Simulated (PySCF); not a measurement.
Ionisation of dibromine

System: dibromine, `BrBr` (Br2). Optimised structure (Å), atoms numbered from 1:
```
Br    1.1500   -0.0427    0.0372
Br   -1.1447    0.0454   -0.0655
```

Level of theory: ωB97X-D3(BJ)/ma-def2-TZVP single points in PySCF, grid level 2; every species was optimised with PBE0-D3(BJ)/def2-SVP. The prefix ma- adds one diffuse s and one diffuse p function on all atoms but H. ωB97X-D3(BJ) is ωB97X-V with D3(BJ) in place of VV10. Zero-point and thermal terms (298.15 K, 1 bar) come from unscaled PBE0-D3(BJ)/def2-SVP harmonic frequencies, with soft modes damped to free rotors in the entropy.

Frontier levels of the parent: HOMO -10.58 eV, LUMO -1.57 eV.

Oxidation to the radical cation:
* Vertical ionisation energy (electronic): 10.85 eV
* Adiabatic ionisation energy (with zero-point energy): 10.71 eV
* Adiabatic, electronic part: 10.71 eV
* Vertical gap at the product's structure: 10.67 eV
* Inner reorganisation energy (four-point): 176 meV
* Relaxation of product / of parent: 142 / 33 meV
* ⟨S²⟩ of the product: 0.756
* Largest spin populations: Br2 0.50, Br1 0.50
* Largest changes of atomic charge: Br2 0.50, Br1 0.50
* Distances that move most (Å): Br1–Br2 2.299 → 2.207
* Potential in DMF: 8.04 V absolute, 3.50 V against Fc+/Fc computed at 4.54 V (solvation -4 → -260 kJ/mol)

Solvents are IEF-PCM continua (electrostatics only, gas-phase structures); absolute potentials refer to an electron at rest in vacuum. Fc+/Fc in DMF, 4.54 V, is ωB97X-D3(BJ)/ma-def2-TZVP on PBE0-D3(BJ)/def2-SVP structures with GFN2-xTB thermal terms. Benchmark calculations put it near 5.0 V in acetonitrile and DMSO, so it is about 0.5 V low, and the value against it can read up to that much too high.

Against the Active Thermochemical Tables (version 1.112): ionisation energy to the radical cation 10.52 (computed 10.71, error 0.19) eV.

Measured values (NIST Chemistry WebBook, evaluated or the median of agreeing entries): adiabatic ionisation energy 10.52 eV (computed 10.71, difference 0.19).

Caveats: spin-orbit coupling is left out of the energies, which matters for open shells on the heavier atoms; atoms from Ga to Kr are treated without relativity; the split of the reorganisation energy is sensitive to the structures, which come from another level (PBE0-D3(BJ)/def2-SVP).
